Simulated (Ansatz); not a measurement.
FH5OSi2, SMILES `O[SiH2][SiH2]F`, relaxed with RKS PBE0-D4/def2-TZVP in the Gaussian-basis code of Ansatz from a GFN2-xTB geometry. The force threshold is 0.005 eV/Å; the program also tests the step.

Total charge 0; spin multiplicity 1.

Start:

```xyz
9

O    -1.447   -0.921    0.695
Si    0.163   -0.788    0.467
Si    0.261    1.159   -0.734
F     1.832    1.434   -1.022
H    -1.837   -1.647    1.174
H     0.656   -1.999   -0.208
H     0.836   -0.786    1.776
H    -0.156    2.392   -0.067
H    -0.309    1.156   -2.081
```

| step | energy (eV) | largest force (eV/Å) | largest move (Å) |
| --- | --- | --- | --- |
| 1 | -20594.2517 | 1.525 | 0.000 |
| 2 | -20594.3905 | 0.467 | 0.131 |
| 3 | -20594.4154 | 0.326 | 0.110 |
| 4 | -20594.4218 | 0.282 | 0.040 |
| 5 | -20594.4231 | 0.420 | 0.041 |
| 6 | -20594.4260 | 0.113 | 0.011 |
| 7 | -20594.4269 | 0.004 | 0.004 |

End:

```xyz
9

O    -1.524   -0.946    0.715
Si    0.105   -0.791    0.476
Si    0.345    1.191   -0.760
F     1.913    1.429   -1.031
H    -1.840   -1.706    1.205
H     0.664   -1.955   -0.271
H     0.845   -0.706    1.767
H    -0.172    2.373   -0.022
H    -0.335    1.111   -2.079
```

Run time 22 s (2 threads of an AMD EPYC 7R13 on a shared host); peak host memory 0.38 GiB.
